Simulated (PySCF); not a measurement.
## Ionisation energy of Br⁺ by level of theory

Br⁺ [Ar] 3d10 4s2 4p4 (3P) → Br²⁺ [Ar] 3d10 4s2 4p3 (4S), as a difference of total energies. Computed with PySCF 2.14 in aug-cc-pVDZ-PP with ECP10MDF, with scalar relativity through the core potential. Correlated levels: valence: 3s2 3p6 3d10 frozen. The calculations carry no spin-orbit coupling.

| method | ionisation energy (eV) |
| --- | --- |
| UHF | 20.157 |
| LDA | 21.525 |
| PBE | 21.259 |
| PBE0 | 21.278 |
| r2SCAN | 21.348 |
| TPSSh | 21.291 |
| M06-2X | 21.140 |
| B2PLYP | 21.144 |
| PBEsol | 21.227 |
| MP2 (valence) | 20.603 |
| SCS-MP2 (valence) | 20.615 |

How much does correlation contribute at MP2 (valence)?

20.603 − (20.157) = 0.446 eV, measured against UHF.

Errors of the correlated levels include the incompleteness of this basis and the frozen core.

For comparison: 21.409 eV (measured; NIST levels, between the centres of gravity of the two terms).
